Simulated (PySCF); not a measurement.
C6H6NOP.
Cartesian coordinates in Å at the GFN2-xTB level; atoms count from 1:
```xyz
15
C6H6NOP angstrom
C      2.6295    0.1243    0.4081
C      1.1725    0.0534    0.0724
C      0.7635   -0.0672   -1.2470
P     -0.8812   -0.1635   -1.7896
C     -1.6510   -0.0710   -0.2144
C     -3.1059   -0.1158   -0.2463
O     -3.7354   -0.2061   -1.2722
C     -0.9455    0.0385    0.9798
N      0.3575    0.1004    1.1252
H      2.9626   -0.8503    0.7634
H      2.7825    0.8369    1.2140
H      3.2259    0.4048   -0.4553
H      1.5302   -0.0997   -2.0109
H     -3.6057   -0.0604    0.7395
H     -1.5039    0.0836    1.9115
```

NICS is the negative of the GIAO shielding at a point without a nucleus: at the ring centre (0) and 1 Å above and below it (1); zz is the component along the ring normal. Level: GIAO PBE0/pcSseg-1 (PySCF, non-relativistic, gas phase) on the GFN2-xTB geometry, one conformer.

Ring bond lengths (Å), with Mayer bond orders in brackets: C2–C3 1.387 (1.34), C3–P4 1.735 (1.33), P4–C5 1.756 (1.25), C5–C8 1.391 (1.30), C8–N9 1.313 (1.54), N9–C2 1.332 (1.44).

What do the NICS probes read (ppm)?

| ring | type | NICS(0) | NICS(1), two faces | NICS(1)zz, two faces | rms pucker (Å) | centre to ring atoms, mean (Å) |
| --- | --- | --- | --- | --- | --- | --- |
| C2–C3–P4–C5–C8–N9 | 6-membered ring with N and P; formal bonds all aromatic | -5.3 | -9.8 / -9.9 | -23.1 / -23.2 | 0.00 | 1.47 |

What do they say, and how far can they be read as aromaticity?

- C2–C3–P4–C5–C8–N9: mean NICS(1)zz -23.1 ppm, shielded.

What does the geometric index give? HOMA = 1 − mean of α(R − Ropt)² over the ring bonds, with Krygowski's 1993 parameters (CC: Ropt 1.388 Å, α 257.7 Å⁻²; CN: Ropt 1.334 Å, α 93.52 Å⁻²; CP: Ropt 1.698 Å, α 118.91 Å⁻²).

- C2–C3–P4–C5–C8–N9: HOMA 0.90; the largest term is that of P4–C5, α(R − Ropt)² = 0.40.

What is the mean of the two in-plane components of NICS at the first NICS(1) probe listed for ring C2–C3–P4–C5–C8–N9, 1 Å off the ring?

The isotropic value is a third of the trace: (3 × -9.8 − (-23.1))/2 = -3.2 ppm.

Give the inner angles of the rings and the Hirshfeld charges of the ring atoms.

- C2–C3–P4–C5–C8–N9: C2 125.1° (+0.088 e), C3 125.6° (-0.116 e), P4 97.6° (+0.175 e), C5 123.5° (-0.089 e), C8 127.0° (+0.031 e), N9 121.2° (-0.153 e); sum 720.0° against 720° for a flat convex ring.

How shielded are the nuclei of the rings and their hydrogens (means over atoms taken as equivalent)?

```
atoms                          environment  σ isotropic (ppm)  principal values of the symmetric part, first atom (ppm)
   C2          substituted aromatic carbon               17.4                                       -84.0, -11.5, 147.6
   C3                   aromatic CH carbon               26.8                                       -144.0, 52.3, 172.3
   P4             phosphorus bonded to 2 C               11.4                                     -412.1, -104.1, 550.3
   C5          substituted aromatic carbon               24.4                                       -122.6, 26.5, 169.2
   C8  aromatic CH next to a ring nitrogen               24.4                                         -77.3, 8.3, 142.2
   N9               pyridine-type nitrogen              -88.8                                     -411.1, -149.0, 293.6
  H13                    aromatic hydrogen              22.59                                          17.9, 20.6, 29.2
  H15                    aromatic hydrogen              22.32                                          18.6, 22.2, 26.2
```

The run took about 90 s of CPU time (one thread, shared machine). This is the whole shielding run at PBE0/pcSseg-1, SCF included.
